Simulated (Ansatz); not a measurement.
Cost and result up the ladder for the cluster Cd4 (the lowest singlet isomer of a short search) (4 atoms). Total charge 0; singlet. Geometry: B3LYP/def2-SVP.

```tsv
atom	x (Å)	y (Å)	z (Å)
Cd1	-0.9637	-1.7728	0.7280
Cd2	-1.0171	0.6978	-1.7551
Cd3	2.0416	-0.4442	-0.4859
Cd4	-0.0607	1.5193	1.5131
```

Ansatz on 4 threads of Arm Neoverse V1 on a shared host. Times are rough, summed over both states, and most runs start from the orbitals of an earlier one. B2PLYP/def2-TZVP serves as the yardstick here, not as an exact answer. Differences are given only for rows in sets of like size (and for xTB, whose basis is part of the method), since another set adds its own error. The other state is a quintet at its own geometry, which has other bonds, so the gap mixes isomer and spin.

In the def2 sets Cd takes a core potential, while STO-3G treats all electrons; there is no spin–orbit coupling. B3LYP takes the VWN-RPA correlation. Correlated methods freeze no core orbitals; core or outer-core shells of Cd are correlated, in sets that lack core-valence functions. At PBE0/def2-TZVP a singlet of charge 0 lies 4.21 eV below the quintet, each at its own geometry. The structure comes from a short search, and lower isomers may exist.

Run but left out: GFN2-xTB (tight binding far off the other levels).

Correlated methods converge slowly with the basis.

```tsv
level	functions	wall time	quintet − singlet (eV)	difference from B2PLYP/def2-TZVP (eV)	remarks
revPBE/def2-TZVP	160	6 s	4.55	-0.07	–
PBE/def2-TZVP (with forces)	160	6.8 s	4.56	-0.06	–
MP2/def2-TZVP	160	11 s	4.49	-0.13	–
B3LYP/def2-TZVP	160	12 s	4.81	0.20	–
PBE0/def2-TZVP	160	13 s	4.21	-0.41	–
HF/STO-3G	108	14 s	0.41	–	HOMO above zero (quintet)
CAM-B3LYP/def2-TZVP	160	16 s	4.60	-0.02	–
r2SCAN/def2-TZVP	160	17 s	4.07	-0.55	–
RPA@PBE/def2-TZVP	160	18 s	4.42	-0.20	–
B2PLYP/def2-TZVP	160	22 s	4.62	0.00	–
r2SCANh/def2-TZVP	160	29 s	4.00	-0.62	–
```
